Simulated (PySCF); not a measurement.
All numbers come from UPBE0/[O def2-TZVP, Be def2-TZVP], no relativity, density fitting, PySCF.

```xyz
3
charge 0 multiplicity 3, angstrom
O     0.0000    0.0000    0.0000
Be    1.4061    0.0000    0.0000
Be   -1.4061    0.0000    0.0000
```

Be₂O (triplet), along the line from O1 (at 0) through Be2 (at 1.406 Å).

Problem. Tabulate the fields along this line at -0.49, -0.42, -0.35, -0.28, -0.21, -0.14, -0.07, 0.07, 0.14, 0.21, 0.28, 0.35, 0.42, 0.49, 0.56, 0.63, 0.70, 0.77, 0.84, 0.91, 0.98, 1.05, 1.12, 1.20, 1.27, 1.34, 1.48, 1.55, 1.62, 1.69, 1.76, 1.83, 1.90, 1.97, 2.04, 2.11, 2.18, 2.25 Å.

Solution. 
```tsv
distance (Å)	electron density (e/Å³)	spin density (e/Å³)	electron localisation function	electrostatic potential (V)
-0.49	3.6	0.0604	0.857	36.6
-0.42	4.64	0.0806	0.804	54.5
-0.35	5.86	0.105	0.658	85
-0.28	7.28	0.127	0.309	138
-0.21	11.1	0.136	0.11	234
-0.14	38.2	0.122	0.561	444
-0.07	259	0.162	0.997	1150
0.07	259	0.162	0.997	1150
0.14	38.2	0.122	0.561	444
0.21	11.1	0.136	0.11	234
0.28	7.28	0.127	0.309	138
0.35	5.86	0.105	0.658	85
0.42	4.64	0.0806	0.804	54.5
0.49	3.6	0.0604	0.857	36.6
0.56	2.76	0.045	0.874	26.5
0.63	2.1	0.0341	0.871	21.5
0.70	1.61	0.0267	0.827	20.2
0.77	1.25	0.0225	0.656	21.5
0.84	1.01	0.0216	0.299	25.4
0.91	0.935	0.0249	0.0947	31.8
0.98	1.14	0.0359	0.0754	41.6
1.05	1.99	0.0625	0.269	56.6
1.12	4.45	0.12	0.847	81.3
1.20	11.2	0.238	0.993	128
1.27	29.9	0.496	1	235
1.34	82.5	1.13	1	611
1.48	82.8	0.732	1	611
1.55	30.2	0.107	1	235
1.62	11.4	0.000728	0.998	128
1.69	4.45	0.0453	0.957	81.8
1.76	1.85	0.115	0.631	57.4
1.83	0.867	0.173	0.219	42.4
1.90	0.496	0.213	0.143	32.3
1.97	0.354	0.235	0.246	25
2.04	0.294	0.243	0.545	19.6
2.11	0.262	0.239	0.837	15.4
2.18	0.237	0.226	0.954	12.1
2.25	0.214	0.209	0.986	9.57
```

On a grid of 0.07 Å the density has a local minimum along the bond near 0.91 Å from O, at 0.94 e/Å³, where the ELF is 0.09.
